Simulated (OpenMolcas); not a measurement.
# Kr⁵⁺: effect of the level shift or regulariser

- Program: OpenMolcas
- Basis: ANO-RCC-VQZP [7s6p4d2f1g]
- Scalar Hamiltonian: DKH2, point nucleus
- Active space: 3 electrons in 9 orbitals (RAS2 4s 4p; RAS3 4d, at most 2 electrons)
- State averaging: 2S+1 = 4 odd, 1 root; 2S+1 = 2 odd, 11 roots; 2S+1 = 4 even, 3 roots; 2S+1 = 2 even, 9 roots
- Spin-orbit coupling: state interaction with AMFI integrals over the reference wave functions, term energies averaged over their components

Methods on the same reference wave functions:
A. RASSCF
B. MS-RASPT2, IPEA 0.25 Eh, imaginary shift 0.1 Eh (closed shells correlated: 3d)
C. MS-RASPT2, IPEA 0.25 Eh, imaginary shift 0.3 Eh (closed shells correlated: 3d)

Energies in cm-1 above 4s2 4p 2P* 1/2, the measured ground level; measured values from Saloman, J. Phys. Chem. Ref. Data 36, 215 (2007).

```tsv
Level	A	B	C	Measured
4s2 4p 2P* 1/2	0.0	0.0	0.0	0.0
4s2 4p 2P* 3/2	7184	7200	7200	8110
4s 4p2 4P 1/2	102636	105120	105120	107836
4s 4p2 4P 3/2	105508	108020	108020	111193
4s 4p2 4P 5/2	109385	111870	111870	115479
4s 4p2 2D 3/2	140174	140030	140030	141672
4s 4p2 2D 5/2	140816	140710	140710	142727
4s 4p2 2S 1/2	172621	170390	170390	170084
4s 4p2 2P 1/2	184374	181640	181640	180339
4s 4p2 2P 3/2	188000	185210	185210	183817
```

Deviations, from unrounded energies. A percentage is the sum of absolute deviations over the sum of measured energies, with the sign that they share, or ± where signs differ.

```tsv
Against measurement	Levels	A	B	C
mean absolute deviation (cm-1)	9	3600	1900	1900
fine structure of the ground term (%)	1	-11.4	-11.2	-11.2
other configurations (%)	8	±2.7	±1.4	±1.4
```

B, C lie about equally close to measurement and A furthest from it. The largest miss of B in the table is 4s 4p2 4P 5/2, by -3600 cm-1. The ranking rests on the paired levels alone, and a cruder setting can come out closer through cancelling errors.

Between B and C no level of the table moves by more than 5 cm-1.

The two smallest mean deviations differ by little beside CASPT2's spread within terms, so their order carries little weight.

The lowest spin-free term lies below A's lowest term by 0.097 hartree in B, 0.097 hartree in C.

Active for correlation alone: 4d; no level in the range computed is led by a configuration that fills it, so any true level of that kind is missing. Measured partners are found by configuration, term and J. A level has none where our copy of the source lacks it or the pairing is in doubt (some pairs that miss far off the trend of their configuration count as doubtful), and it then counts in no deviation. Levels of configurations outside the active space are missing. The table leaves out levels that lie high or whose names do not pair safely across all columns.

* marks odd parity.
